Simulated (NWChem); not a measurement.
Molecule: silacyclobutane (C3H8Si); SMILES C1C[SiH2]C1

```xyz
12

C     -0.1939     1.3395     0.0000
C      0.1580     0.4158    -1.1982
Si    -0.0693    -1.0380     0.0000
C      0.1580     0.4158     1.1982
H      0.3197     2.3160     0.0000
H     -1.2761     1.5503     0.0000
H      1.2172     0.5213    -1.4850
H     -0.4572     0.5257    -2.1023
H     -1.4563    -1.6006     0.0000
H      0.9021    -2.1780     0.0000
H      1.2172     0.5213     1.4850
H     -0.4572     0.5257     2.1023
```
Atoms are numbered in this order, from 1.

All runs use the structure optimised with PBE0/def2-SVP.

Q: Give the principal values of the shielding tensors (ppm) of C1, C2, Si3 from B3LYP/6-31G* (spherical d), GIAO (NWChem), with their diamagnetic and paramagnetic parts as GIAO splits them.

A: 
| atom | σ11 | σ22 | σ33 | isotropic | diamagnetic | paramagnetic |
|---|---|---|---|---|---|---|
| C1 | 143.1 | 170.3 | 177.0 | 163.5 | 248.4 | -84.9 |
| C2 | 156.6 | 181.0 | 195.7 | 177.8 | 246.6 | -68.8 |
| Si3 | 386.3 | 409.5 | 462.7 | 419.5 | 882.4 | -462.9 |
